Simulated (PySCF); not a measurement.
Stretching SnHg⁺

Set-up: PySCF, scalar-relativistic core potentials, basis sets Sn def2-SVP with ECP28, Hg def2-SVP with ECP60. Energies in eV from Sn⁺ + Hg in their ground configurations at the same level. State: ²Π (doublet), unpaired electrons π ↑.

```tsv
R (Å)	PBE	M06-L
2.525	-0.5283	-0.5034
2.642	-0.7804	-0.7732
2.760	-0.9104	-0.9175
2.848	-0.9545	-0.9704
2.936	-0.9672	-0.9900
3.024	-0.9577	-0.9861
3.142	-0.9221	-0.9557
3.288	-0.8559	-0.8927
3.465	-0.7624	-0.7988
3.699	-0.6361	-0.6657
```

**Question.** Put a parabola through the three lowest points of the PBE curve and estimate Re, k and ωe (reduced mass 75.24 u; 1 eV/Å² = 0.16022 mdyn/Å; ωe = 1302.8·√(k/μ) cm⁻¹).

**Answer.** Through R = 2.848, 2.936, 3.024 Å the second-order coefficient is 1.43 eV/Å², so Re ≈ 2.942 Å, k ≈ 0.459 mdyn/Å and ωe ≈ 102 cm⁻¹. A polynomial fit of higher order to the unrounded PBE energies gives Re = 2.937 Å, k = 0.452 mdyn/Å, ωe = 101 cm⁻¹; anharmonicity and rounding make the difference.

The higher-order fit for each curve: PBE: Re = 2.937 Å, ωe = 101 cm⁻¹, De = 0.97 eV; M06-L: Re = 2.962 Å, ωe = 99.6 cm⁻¹, De = 0.99 eV.

These are scalar-relativistic numbers at best; spin–orbit coupling would shift them, the dissociation energy most. For an ion De counts to the pair picked by the measured ionisation energies or electron affinities, which need not be the lowest pair at this level. The state is the lowest determinant that a PBE0 search found; another state may lie lower at other levels.
